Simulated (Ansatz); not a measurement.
```xyz
11

C    -1.224   -0.269    0.953
Si    0.465   -0.585    0.258
O     0.320   -0.665   -1.398
Si    0.434    0.265   -2.726
O     1.558    0.562    0.672
F     0.694    1.733   -2.064
H    -1.620    0.687    0.601
H    -1.191   -0.241    2.045
H    -1.920   -1.056    0.652
H     1.037   -1.866    0.720
H     1.446    1.434    0.287
```

The species carries charge 0 and has multiplicity 1. The bonds changed during the relaxation, so this is another structure than the one it started from.

**Question.** List the ωB97M-V/def2-TZVPP orbital energies in eV (Ansatz 0.2.0). (An estimate is asked.)

**Answer.** Ansatz gave: Occupied: -1808.39, -1807.79, -677.52, -526.45, -526.11, -281.06, -149.20, -148.71, -103.38, -103.32, -103.22, -102.87, -102.82, -102.78, -35.98, -31.20, -30.62, -22.53, -19.05, -17.84, -16.63, -15.60, -15.31, -14.42, -14.16, -14.07, -13.60, -13.28, -12.54, -12.13, -10.93, -9.91. Lowest empty: 0.30, 2.21, 2.43, 2.89, 3.08, 3.94, 4.21, 4.62.
